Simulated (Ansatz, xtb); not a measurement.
## Relative energy of two isomers of C6H10O

Structure a: `C[C@@H]1CC=C(O)C1`, a singlet. Structure b: `C[C@@H]1C=C(O)CC1`, a singlet. Both are isolated molecules in the gas phase, relaxed with PBE0-D3(BJ)/def2-SVP, each in the lowest conformer that the search found.

Problem. Estimate which is lower in electronic energy at CCSD(T)/def2-SVP + ΔMP2/def2-TZVPP, and by roughly how much.

Solution. CCSD(T)/def2-SVP + ΔMP2/def2-TZVPP gives E(b) − E(a) = −0.19 kcal/mol, slightly favouring structure b, which is too small a margin to settle the true order.

How the difference moves with the method:

```
                             level              geometry  E(b) − E(a) (kcal/mol)  departure from the last row (kcal/mol)  job, with rough time for the two
                          GFN2-xTB              GFN2-xTB                     +0.25                                   +0.44              optimisation, 0.14 s
                         HF/STO-3G              GFN2-xTB                     −0.44                                   −0.25               single point, 0.6 s
                r2SCAN-D4/def2-SVP              GFN2-xTB                     −0.10                                   +0.09               single point, 8.4 s
              PBE0-D3(BJ)/def2-SVP  PBE0-D3(BJ)/def2-SVP                     −0.21                                   −0.02                optimisation, 79 s
                       HF/def2-SVP  PBE0-D3(BJ)/def2-SVP                     −0.76                                   −0.57           part of the CCSD(T) run
                      MP2/def2-SVP  PBE0-D3(BJ)/def2-SVP                     −0.21                                   −0.02           part of the CCSD(T) run
                  CCSD(T)/def2-SVP  PBE0-D3(BJ)/def2-SVP                     −0.25                                   −0.06                      single point
CCSD(T)/def2-SVP + ΔMP2/def2-TZVPP  PBE0-D3(BJ)/def2-SVP                     −0.19                                                       single point, 3 min
```

As drawn, both hold the same kinds of bond in the same numbers.

The largest departure from CCSD(T)/def2-SVP + ΔMP2/def2-TZVPP is that of HF/def2-SVP, 0.57 kcal/mol. The last row adds to CCSD(T) the change of the MP2 difference between the two basis sets, here +0.06 kcal/mol.

With thermal terms from frequencies at re-optimised GFN2-xTB minima (ideal gas, soft modes damped towards free rotors, one conformer each, 298.15 K, 1 atm): on the last row, ΔE + ΔZPE = −0.23, ΔH = −0.15, ΔG = −0.38 kcal/mol.

The correlated steps freeze 7 core orbitals. Run with Ansatz 0.2.0, xtb 6.7.1; the last row on 2 threads of Arm Neoverse V2 on a shared host.
